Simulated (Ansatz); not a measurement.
Relaxation of BH$_{3}$NOSi (7 atoms, charge 0, multiplicity 2), to a largest force component of 0.015 eV/Å in at most 40 steps.

Method: UKS BHLYP-D4/6-31G (Ansatz).

```xyz
7
Properties=species:S:1:pos:R:3:forces:R:3
B -0.971 0.988 -0.029 -0.50 0.73 0.35
Si 0.464 -0.244 0.422 -2.20 1.38 -1.58
N 1.370 -0.428 1.750 2.02 -0.38 3.01
O 0.649 -1.185 -0.906 0.69 -1.41 -1.23
H -1.495 0.985 -1.073 0.02 -0.20 -0.33
H -1.320 1.764 0.770 -0.15 0.28 0.27
H 1.303 -1.880 -0.934 0.13 -0.41 -0.50
```

Question: Where does it end, and by what steps?

Answer: The run converged. Limits of this set-up: no polarisation functions. After 6 steps the energy has fallen by 0.395 eV; H7 moved furthest, 0.18 Å.

```
step  energy less start (eV)  largest force component (eV/Å)  accepted
   0                  0.0000                           3.013       yes
   1                 -0.2795                           1.668       yes
   2                 -0.3836                           0.426       yes
   3                 -0.3898                           0.194       yes
   4                 -0.3847                           0.619        no
   5                 -0.3941                           0.073       yes
   6                 -0.3953                           0.008       yes
```

```xyz
7
Properties=species:S:1:pos:R:3
B -1.031 1.062 -0.011
Si 0.405 -0.242 0.321
N 1.332 -0.385 1.798
O 0.765 -1.313 -0.943
H -1.589 1.062 -1.050
H -1.305 1.825 0.847
H 1.422 -2.009 -0.961
```

Time of the run: 23 s on 1 thread of Arm Neoverse V2, with other jobs on the host, peak memory 0.16 GiB.
